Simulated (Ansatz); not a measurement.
The cluster MgSe₂⁻. The state is a doublet with charge -1. Geometry PBE0-D4/def2-TZVPD; atoms count from 1.

Cartesian coordinates in Å:
```
Mg 0.203 1.560 -0.969
Se 0.125 -0.216 1.440
Se -0.328 -1.344 -0.471
```

Another isomer (doublet) lies 1.26 eV lower at PBE0-D4/def2-TZVPD; other spin states weren't run for this one.

(1) Estimate the Mulliken populations from the PBE0/def2-TZVPD orbitals of Ansatz.

(2) Where does the spin sit?

(3) And the Mayer bond orders between bonded heavy atoms (over 0.3)?

Answers

(1) 
```csv
atom,charge (e),spin (α − β)
Mg1,-0.23,0.05
Se2,-0.39,0.48
Se3,-0.39,0.48
```
Mulliken values and Mayer orders depend strongly on the basis. With diffuse functions, as here, like atoms can get unlike values, and bond orders can come out too low or too high.

(2) Summed by element: Mg 0.05, Se 0.95, of 1 unpaired in all. Largest on single atoms: Se3 0.48, Se2 0.48, Mg1 0.05.

(3) Se2–Se3 1.26 (2.27 Å).
